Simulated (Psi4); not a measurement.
Intermolecular potential of F4Si ··· O2S (SMILES F[Si](F)(F)F and O=S=O), singlet. Monomers: optimised at B3LYP-D3(BJ) (def2-TZVP), held rigid. Orientation: lowest of the rigid-body minima from ten starts at GFN2-xTB. Only R, the distance of the centres of mass, is varied, so the lowest point isn't the relaxed dimer.

Methods: PBE/def2-TZVP, counterpoise-corrected (Psi4); PBE-D3(BJ)/def2-TZVP, counterpoise-corrected (Psi4); B3LYP-D3(BJ)/def2-TZVP, counterpoise-corrected (Psi4); SAPT0/jun-cc-pVDZ, frozen core (Psi4).

Interaction energies in kJ/mol; the last columns give the difference from SAPT0:

```
R / Å  PBE/def2-TZVP  PBE-D3(BJ)/def2-TZVP  B3LYP-D3(BJ)/def2-TZVP  SAPT0/jun-cc-pVDZ  PBE/def2-TZVP − SAPT0/jun-cc-pVDZ  PBE-D3(BJ)/def2-TZVP − SAPT0/jun-cc-pVDZ  B3LYP-D3(BJ)/def2-TZVP − SAPT0/jun-cc-pVDZ
-----  -------------  --------------------  ----------------------  -----------------  ---------------------------------  ----------------------------------------  ------------------------------------------
3.17          126.81                118.33                  117.55             105.56                              21.25                                     12.77                                       11.99
3.35           67.85                 59.65                   56.40              48.08                              19.77                                     11.57                                        8.32
3.57           28.35                 20.83                   16.63              12.68                              15.67                                      8.15                                        3.95
3.78            9.70                  2.95                   -0.99              -2.04                              11.74                                      4.99                                        1.05
4.01            0.46                 -5.40                   -8.48              -7.92                               8.39                                      2.52                                       -0.55
4.17           -2.31                 -7.55                   -9.93              -8.98                               6.67                                      1.44                                       -0.95
4.50           -3.81                 -7.79                   -8.93              -8.09                               4.29                                      0.30                                       -0.84
4.79           -3.36                 -6.38                   -6.83              -6.35                               2.99                                     -0.03                                       -0.47
5.29           -2.07                 -3.85                   -3.86              -3.78                               1.71                                     -0.07                                       -0.08
5.97           -0.90                 -1.75                   -1.82              -1.83                               0.93                                      0.08                                        0.01
6.95           -0.29                 -0.60                   -0.71              -0.72                               0.44                                      0.12                                        0.01
8.25           -0.10                 -0.20                   -0.24              -0.26                               0.16                                      0.06                                        0.02
```

PBE/def2-TZVP is furthest from SAPT0/jun-cc-pVDZ at 3.17 (21.25 kJ/mol, above); its mean absolute difference over the points is 7.83 kJ/mol.

PBE-D3(BJ)/def2-TZVP is furthest from SAPT0/jun-cc-pVDZ at 3.17 (12.77 kJ/mol, above); its mean absolute difference over the points is 3.51 kJ/mol.

B3LYP-D3(BJ)/def2-TZVP is furthest from SAPT0/jun-cc-pVDZ at 3.17 (11.99 kJ/mol, above); its mean absolute difference over the points is 2.35 kJ/mol.
